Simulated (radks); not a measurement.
The numbers below are computed, except where a source is named.
Isoelectronic series with 50 electrons, each ion in its NIST ground configuration. Code: a radial shooting solver on a logarithmic mesh with Libxc functionals. Model: scalar-relativistic Kohn-Sham, SCAN, spin-unpolarised, spherical densities, finite nucleus; meta-GGA in the generalised Kohn-Sham scheme; Fermi nuclear charge, rms radius of each element as measured or else 0.836 A^(1/3) + 0.57 fm. Total energies (hartree) and orbital eigenvalues (eV):

| ion | configuration | E (hartree) | 5s | 4d | 4p | 4s |
|---|---|---|---|---|---|---|
| Sn | [Kr] 4d10 5s2 5p2 | -6178.29799 | -10.8927 | -26.5503 | -92.3549 | -137.7887 |
| Sb+ | [Kr] 4d10 5s2 5p2 | -6482.26186 | -21.0809 | -42.8695 | -113.2106 | -161.5296 |
| Te2+ | [Kr] 4d10 5s2 5p2 | -6794.59545 | -33.2167 | -61.9870 | -136.9527 | -188.2818 |
| I3+ | [Kr] 4d10 5s2 5p2 | -7115.32491 | -47.0042 | -83.4964 | -163.1666 | -217.6323 |
| Xe4+ | [Kr] 4d10 5s2 5p2 | -7444.47259 | -62.3101 | -107.2081 | -191.6575 | -249.3876 |
| Cs5+ | [Kr] 4d10 5s2 5p2 | -7782.0784 | -79.0575 | -133.0096 | -222.3102 | -283.4354 |
| Ba6+ | [Kr] 4d10 5s2 5p2 | -8128.1794 | -97.1969 | -160.8260 | -255.0492 | -319.7036 |
| La7+ | [Kr] 4d10 5s2 5p2 | -8482.8240 | -116.6946 | -190.6044 | -289.8221 | -358.1443 |
| Ce8+ | [Kr] 4d10 5s2 5p2 | -8846.0567 | -137.5271 | -222.3055 | -326.5913 | -398.7248 |
| Pr9+ | [Kr] 4d10 4f2 5s2 | -9217.7771 | -152.7469 | -240.7844 | -349.1580 | -424.5486 |
| Nd10+ | [Kr] 4d10 4f2 5s2 | -9598.8605 | -175.6213 | -274.8986 | -388.4684 | -467.9059 |
| Pm11+ | [Kr] 4d10 4f2 5s2 | -9988.7440 | -199.8286 | -310.9705 | -429.8345 | -513.4881 |
| Sm12+ | [Kr] 4d10 4f2 5s2 | -10387.4713 | -225.3492 | -348.9557 | -473.2108 | -561.2548 |
| Eu13+ | [Kr] 4d10 4f2 5s2 | -10795.1378 | -252.1718 | -388.8215 | -518.5659 | -611.1840 |
